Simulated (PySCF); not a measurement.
C₂H₄ClFSi, SMILES C=C[Si@H](F)Cl. Atoms are numbered in the order given.

```xyz
9

C     -2.4972     0.0204     0.3326
C     -1.3384    -0.4810     0.7827
Si     0.2798     0.3329     0.4086
F     -0.0253     1.6188    -0.5374
Cl     1.5077    -0.9617    -0.6367
H     -3.4596    -0.4577     0.5456
H     -2.5284     0.9320    -0.2734
H     -1.3479    -1.4003     1.3822
H      1.0292     0.8078     1.5928
```
Charge 0, spin multiplicity 1.

Geometry optimised at B3LYP-D3(BJ)/def2-SVP. The structure was generated by enumeration; whether it is a known compound was not checked. One conformer was computed; it need not be the lowest.

The numbers are results of PySCF with TDA-PBE/def2-SVPD, not measurements.

Vertical excitations. 

Computed excitation energies, oscillator strengths and character:
```tsv
state	energy (eV)	λ (nm)	f	main pairs
S1	5.63	220	0.004	HOMO−1→LUMO 93 %
S2	6.09	203	0.009	HOMO−2→LUMO 95 %
S3	6.64	187	0.018	HOMO−3→LUMO 87 %
S4	6.80	182	0.006	HOMO→LUMO+1 93 %
S5	6.99	177	0.210	HOMO→LUMO 32 %, HOMO−4→LUMO 22 %, HOMO−1→LUMO+1 18 %, HOMO→LUMO+2 14 %
S6	7.09	175	0.050	HOMO−1→LUMO+1 80 %
S7	7.30	170	0.012	HOMO−4→LUMO 53 %, HOMO→LUMO+2 37 %
S8	7.70	161	0.010	HOMO→LUMO+3 70 %, HOMO−2→LUMO+1 21 %
S9	7.76	160	0.052	HOMO−2→LUMO+1 36 %, HOMO−1→LUMO+2 30 %, HOMO→LUMO+3 25 %
S10	7.84	158	0.049	HOMO−1→LUMO+2 41 %, HOMO−2→LUMO+1 21 %, HOMO→LUMO+2 11 %, HOMO−5→LUMO 8 %
T1	4.28	290	0	HOMO→LUMO 95 %
T2	5.32	233	0	HOMO−1→LUMO 95 %
T3	5.99	207	0	HOMO−2→LUMO 98 %
T4	6.30	197	0	HOMO−3→LUMO 97 %
```
Triplets are in the Tamm–Dancoff approximation.
